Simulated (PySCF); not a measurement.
## Polarisability and C₆ of Ni²⁺ (nickel, charge +2)

[Ar] 3d8, high-spin 3F determinant. Computed with PySCF 2.14 in aug-cc-pwCVTZ, with the non-relativistic Hamiltonian (point nucleus). Coupled (time-dependent) response in atomic units; α is the mean over directions.

```json
{"method": "UHF", "mean α (bohr³)": "2.572", "C₆ (like pair)": "7.070", "S(−4)": "2.785"}
{"method": "PBE", "mean α (bohr³)": "3.279", "C₆ (like pair)": "9.193", "S(−4)": "6.004"}
```

S(−4) is the Cauchy moment in α(ω) = α(0) + S(−4) ω² + …

α(iu) at UHF:

```csv
u (hartree),α(iu) (bohr³)
0,2.572
0.0500,2.565
0.100,2.545
0.200,2.469
0.300,2.361
0.500,2.106
0.750,1.809
1.00,1.565
1.50,1.203
2.00,0.9503
3.00,0.6338
5.00,0.3394
```

A single London oscillator, α(iu) = α/(1 + u²/ω²), gives C₆ = (3/4) ω α². Matching the computed C₆ needs ω = 4 × 7.070 / (3 × 2.572²) = 1.43 hartree.

For an ion, C₆ is the dispersion term alone; charge-induced terms of lower order in 1/R come first.
